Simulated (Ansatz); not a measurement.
Coupled-cluster diagnostics for TaS₃⁻ (the lowest singlet isomer of a short search), Ansatz.

Geometry of the singlet (PBE-D4/def2-SVPD):

```xyz
4

Ta   -0.0653   -0.0982    0.5145
S     0.4645   -2.0181   -0.5070
S     1.5857    1.3959    0.2873
S    -1.9849    0.7204   -0.2949
```

In the def2 sets Ta takes a core potential; there is no spin–orbit coupling. Correlated methods freeze 15 core orbitals; core or outer-core shells of Ta are correlated, in sets that lack core-valence functions. The structure comes from a short search, and lower isomers may exist.

Estimate the CCSD(T) correlation energy, the shares of MP2 and (T), T1 and the reference's ⟨S²⟩ for: charge -1, singlet, own geometry in def2-TZVPPD; and the rough time on 4 threads of Arm Neoverse V1 on a shared host.


```json
{"state": "charge -1, singlet, own geometry", "basis": "def2-TZVPPD", "correlation (eV)": "-27.383", "MP2 share (%)": "94.5", "(T) share (%)": "6.7", "T1": "0.028", "⟨S²⟩ (pure)": "0.00 (0.00)", "wall time": "87 s"}
```
Customary marks for T1 are 0.02 (closed shells), 0.045 (open shells) and about 0.05 (3d metals). T1 exceeds 0.02 in 1 of 1 rows and 0.045 in 0; the higher it lies, the less the single-reference result can be trusted.
